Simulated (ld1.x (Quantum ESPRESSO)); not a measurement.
Pseudopotential generation for Br (Z = 35): RRKJ, PBEsol, scalar-relativistic.

Input for ld1.x (Quantum ESPRESSO) 7.5:

```
&input
   title='Br', zed=35., rel=1, dft='PBESOL', iswitch=3,
   config='[Ar] 3d10 4s1.75 4p5.25 4f-2',
   nld=4, rlderiv=1.65, eminld=-7.0, emaxld=5.0, deld=0.02
 /
 &inputp
   pseudotype=2, tm=.false., lloc=0,
   nlcc=.false.,
   file_pseudopw='Br.UPF', file_wfcaegen='ae.wfc', file_wfcncgen='nc.wfc', file_beta='beta', file_chi='chi'
 /
4
4P  2  1   5.25   0.00  1.50  1.50  0.0
3D  3  2  10.00   0.00  0.75  0.75  0.0
4F  4  3  -2.00   0.05  1.25  1.25  0.0
4S  1  0   1.75   0.00  1.25  1.25  0.0
 &test
   configts(1)='3d10 4s1.75 4p5.25'
 /
```

Command:

```bash
ld1.x < Br.in > Br.out
```

Resulting log (shortened: banner, matrices, multipoles, cross overlaps and the repeated all-electron block are left out):

```
Program LD1 v.7.5
     --------------------------- All-electron run ----------------------------

     Br
     scalar relativistic calculation

     atomic number is 35.00
     dft =PBESOL   lsd =0 sic =0 latt =0  beta=0.20 tr2=1.0E-14
     Exchange-correlation= PBESOL
                           (   1   4  10   8   0   0   0)
     mesh =1213 r(mesh) =  98.95369 a.u. xmin = -7.00 dx = 0.01250
     1 Ry =  13.60569312 eV, c = 137.03599908

     n l     nl                  e(Ry)          e(Ha)          e(eV)
     1 0     1S 1( 2.00)      -978.1503      -489.0752    -13308.4131
     2 0     2S 1( 2.00)      -127.3158       -63.6579     -1732.2198
     2 1     2P 1( 6.00)      -112.3245       -56.1622     -1528.2526
     3 0     3S 1( 2.00)       -17.4952        -8.7476      -238.0338
     3 1     3P 1( 6.00)       -12.7634        -6.3817      -173.6556
     3 2     3D 1(10.00)        -4.9321        -2.4660       -67.1046
     4 0     4S 1( 1.75)        -1.4947        -0.7473       -20.3363
     4 1     4P 1( 5.25)        -0.5886        -0.2943        -8.0079

     final scf error:  7.0E-15 reached in  36 iterations

     Etot =   -5209.154545 Ry,   -2604.577273 Ha,  -70874.158175 eV

     Ekin =    5321.365592 Ry,    2660.682796 Ha,   72400.867237 eV
     Encl =  -12563.965224 Ry,   -6281.982612 Ha, -170941.455252 eV
     Eh   =    2214.096892 Ry,    1107.048446 Ha,   30124.322852 eV
     Exc  =    -180.651804 Ry,     -90.325902 Ha,   -2457.893012 eV

     normalization and overlap integrals

     s(1S/1S) =  1.000000  <r> =   0.0428  <r2> =    0.0025  r(max) =   0.0279
     s(2S/2S) =  1.000000  <r> =   0.1897  <r2> =    0.0424  r(max) =   0.1584
     s(2P/2P) =  1.000000  <r> =   0.1655  <r2> =    0.0335  r(max) =   0.1280
     s(3S/3S) =  1.000000  <r> =   0.5519  <r2> =    0.3504  r(max) =   0.4817
     s(3P/3P) =  1.000000  <r> =   0.5644  <r2> =    0.3733  r(max) =   0.4817
     s(3D/3D) =  1.000000  <r> =   0.5904  <r2> =    0.4327  r(max) =   0.4305
     s(4S/4S) =  1.000000  <r> =   1.6709  <r2> =    3.2055  r(max) =   1.4115
     s(4P/4P) =  1.000000  <r> =   2.0928  <r2> =    5.1640  r(max) =   1.6606

     ------------------------ End of All-electron run ------------------------

     --------------------- Generating NC pseudopotential ---------------------

      Generating local pot.: lloc=0, matching radius rcloc =   1.2500

      Wfc   4P  rcut= 1.484  Estimated cut-off energy=       78.07 Ry
      This function has    0 nodes for 0 < r <    1.484

      Wfc   3D  rcut= 0.756  Estimated cut-off energy=      410.92 Ry
      This function has    0 nodes for 0 < r <    0.756

      Wfc   4F  rcut= 1.246  Estimated cut-off energy=      180.51 Ry
      This function has    0 nodes for 0 < r <    1.246

     ------------------- End of pseudopotential generation -------------------

     Computing logarithmic derivative in   1.65024

       Warning: n=3, l=2 expected 0 nodes, found 1
       Setting wfc to zero for this iteration
       (This warning will only be printed once per wavefunction)

     Message from routine run_pseudo:
     Warning: convergence not achieved
     Computing logarithmic derivative in   1.65024
     Computing the partial wave expansion
       no projector for channel:   0
     R is outside the sphere for l=    1 j= 0.00
     R is outside the sphere for l=    2 j= 0.00
     R is outside the sphere for l=    3 j= 0.00

     ---------------------- Testing the pseudopotential ----------------------

     Br
     scalar relativistic calculation

     atomic number is 35.00   valence charge is 17.00
     dft =PBESOL   lsd =0 sic =0 latt =0  beta=0.20 tr2=1.0E-14
     mesh =1213 r(mesh) =  98.95369 xmin = -7.00 dx = 0.01250

     n l     nl             e AE (Ry)        e PS (Ry)    De AE-PS (Ry)
     3 2     3D   1(10.00)       -4.93209       -4.93210        0.00000
     1 0     4S   1( 1.75)       -1.49469       -1.49470        0.00001
     2 1     4P   1( 5.25)       -0.58857       -0.58857        0.00000

     eps = 6.3E-12  iter =201

     Etot =   -5209.154545 Ry,   -2604.577273 Ha,  -70874.158175 eV
     Etotps =  -300.796130 Ry,    -150.398065 Ha,   -4092.539841 eV

     Ekin =     369.393121 Ry,     184.696560 Ha,    5025.849443 eV
     Encl =    -467.113643 Ry,    -233.556822 Ha,   -6355.404885 eV
     Ehrt =     255.165148 Ry,     127.582574 Ha,    3471.698706 eV
     Ecxc =     -30.439807 Ry,     -15.219904 Ha,    -414.154678 eV
     Epseu=    -427.800949 Ry,    -213.900474 Ha,   -5820.528427 eV

     ---------------------- End of pseudopotential test ----------------------
```

Note: ghost state, extra bound levels that the all-electron valence spectrum of the same l lacks: p at -10030.9 eV. A true bound ghost makes a file unfit for plane-wave use.

Generation and configuration tests took about 13 s on one core of a shared server CPU.

Transferability test of the new file with ld1.x, input:

```
&input
   title='Br', zed=35., rel=1, dft='PBESOL', iswitch=2,
   config='[Ar] 3d10 4s1.75 4p5.25 4f-2'
 /
 &test
   file_pseudo='Br.UPF', nconf=8,
   configts(1)='3d10 4s1.75 4p5.25',
   configts(2)='3d10 4s2 4p5',
   configts(3)='3d10 4s2 4p4',
   configts(4)='3d10 4s2 4p3',
   configts(5)='3d10 4s2 4p4.5',
   configts(6)='3d10 4s1 4p5',
   configts(7)='3d10 4s2 4p5.3',
   configts(8)='3d9 4s2 4p6'
 /
```

```bash
ld1.x < Br.test.in > Br.test.out
```

Pseudopotential blocks of its output, shortened (energy terms left out; the distinct warnings before each block abridged to one line each):

```
     Warning: convergence not achieved
     Warning: n=3, l=2 expected 0 nodes, found 1
     ---------------------- Testing the pseudopotential ----------------------

     n l     nl             e AE (Ry)        e PS (Ry)    De AE-PS (Ry)
     3 2     3D   1(10.00)       -4.93209       -4.93210        0.00000
     1 0     4S   1( 1.75)       -1.49469       -1.49470        0.00001
     2 1     4P   1( 5.25)       -0.58857       -0.58857        0.00000

     eps = 4.6E-12  iter =201

     Etot =   -5209.154545 Ry,   -2604.577273 Ha,  -70874.158175 eV
     Etotps =  -300.796130 Ry,    -150.398065 Ha,   -4092.539841 eV

     ---------------------- End of pseudopotential test ----------------------

          Warning: convergence not achieved
     ---------------------- Testing the pseudopotential ----------------------

     n l     nl             e AE (Ry)        e PS (Ry)    De AE-PS (Ry)
     3 2     3D   1(10.00)       -4.90328       -4.90067       -0.00261
     1 0     4S   1( 2.00)       -1.47978       -1.47959       -0.00019
     2 1     4P   1( 5.00)       -0.57733       -0.57732       -0.00002

     eps = 1.6E-11  iter =201

     Etot =   -5209.380599 Ry,   -2604.690299 Ha,  -70877.233787 eV
     Etotps =  -301.022183 Ry,    -150.511091 Ha,   -4095.615444 eV
     dEtot_ae =      -0.226053 Ry
     dEtot_ps =      -0.226053 Ry,   Delta E=      -0.000001 Ry

     ---------------------- End of pseudopotential test ----------------------

          Warning: convergence not achieved
     ---------------------- Testing the pseudopotential ----------------------

     n l     nl             e AE (Ry)        e PS (Ry)    De AE-PS (Ry)
     3 2     3D   1(10.00)       -5.72650       -5.71915       -0.00735  !
     1 0     4S   1( 2.00)       -2.23456       -2.23488        0.00032
     2 1     4P   1( 4.00)       -1.28438       -1.28476        0.00038

     eps = 1.2E-11  iter =201

     Etot =   -5208.457936 Ry,   -2604.228968 Ha,  -70864.680322 eV
     Etotps =  -300.099168 Ry,    -150.049584 Ha,   -4083.057182 eV
     dEtot_ae =       0.696609 Ry
     dEtot_ps =       0.696963 Ry,   Delta E=      -0.000353 Ry

     ---------------------- End of pseudopotential test ----------------------

          Warning: convergence not achieved
     ---------------------- Testing the pseudopotential ----------------------

     n l     nl             e AE (Ry)        e PS (Ry)    De AE-PS (Ry)
     3 2     3D   1(10.00)       -6.67260       -6.65586       -0.01674  !
     1 0     4S   1( 2.00)       -3.07656       -3.07729        0.00073
     2 1     4P   1( 3.00)       -2.07585       -2.07637        0.00051

     eps = 1.1E-12  iter =201

     Etot =   -5206.784285 Ry,   -2603.392143 Ha,  -70841.909143 eV
     Etotps =  -298.424714 Ry,    -149.212357 Ha,   -4060.275080 eV
     dEtot_ae =       2.370260 Ry
     dEtot_ps =       2.371416 Ry,   Delta E=      -0.001156 Ry

     ---------------------- End of pseudopotential test ----------------------

          Warning: convergence not achieved
     ---------------------- Testing the pseudopotential ----------------------

     n l     nl             e AE (Ry)        e PS (Ry)    De AE-PS (Ry)
     3 2     3D   1(10.00)       -5.29780       -5.29331       -0.00449
     1 0     4S   1( 2.00)       -1.84461       -1.84465        0.00004
     2 1     4P   1( 4.50)       -0.91882       -0.91899        0.00018

     eps = 8.8E-12  iter =201

     Etot =   -5209.007714 Ry,   -2604.503857 Ha,  -70872.160430 eV
     Etotps =  -300.649187 Ry,    -150.324593 Ha,   -4090.540573 eV
     dEtot_ae =       0.146832 Ry
     dEtot_ps =       0.146943 Ry,   Delta E=      -0.000112 Ry

     ---------------------- End of pseudopotential test ----------------------

          Warning: convergence not achieved
     ---------------------- Testing the pseudopotential ----------------------

     n l     nl             e AE (Ry)        e PS (Ry)    De AE-PS (Ry)
     3 2     3D   1(10.00)       -5.84110       -5.84666        0.00556  !
     1 0     4S   1( 1.00)       -2.29463       -2.29629        0.00166
     2 1     4P   1( 5.00)       -1.33267       -1.33336        0.00069

     eps = 2.6E-12  iter =201

     Etot =   -5207.501867 Ry,   -2603.750934 Ha,  -70851.672342 eV
     Etotps =  -299.142611 Ry,    -149.571306 Ha,   -4070.042571 eV
     dEtot_ae =       1.652678 Ry
     dEtot_ps =       1.653519 Ry,   Delta E=      -0.000841 Ry

     ---------------------- End of pseudopotential test ----------------------

          Warning: convergence not achieved
     ---------------------- Testing the pseudopotential ----------------------

     n l     nl             e AE (Ry)        e PS (Ry)    De AE-PS (Ry)
     3 2     3D   1(10.00)       -4.68522       -4.68334       -0.00188
     1 0     4S   1( 2.00)       -1.27510       -1.27481       -0.00029
     2 1     4P   1( 5.30)       -0.38590       -0.38580       -0.00010

     eps = 2.5E-12  iter =201

     Etot =   -5209.524788 Ry,   -2604.762394 Ha,  -70879.195587 eV
     Etotps =  -301.166378 Ry,    -150.583189 Ha,   -4097.577317 eV
     dEtot_ae =      -0.370243 Ry
     dEtot_ps =      -0.370248 Ry,   Delta E=       0.000005 Ry

     ---------------------- End of pseudopotential test ----------------------

          Warning: convergence not achieved
     ---------------------- Testing the pseudopotential ----------------------

     n l     nl             e AE (Ry)        e PS (Ry)    De AE-PS (Ry)
     3 2     3D   1( 9.00)       -5.81016       -6.01938        0.20922  !
     1 0     4S   1( 2.00)       -1.64339       -1.65545        0.01206  !
     2 1     4P   1( 6.00)       -0.67289       -0.66913       -0.00376

     eps = 1.9E-11  iter =201

     Etot =   -5204.653541 Ry,   -2602.326771 Ha,  -70812.918890 eV
     Etotps =  -296.189861 Ry,    -148.094930 Ha,   -4029.868348 eV
     dEtot_ae =       4.501004 Ry
     dEtot_ps =       4.606270 Ry,   Delta E=      -0.105265 Ry

     ---------------------- End of pseudopotential test ----------------------
```
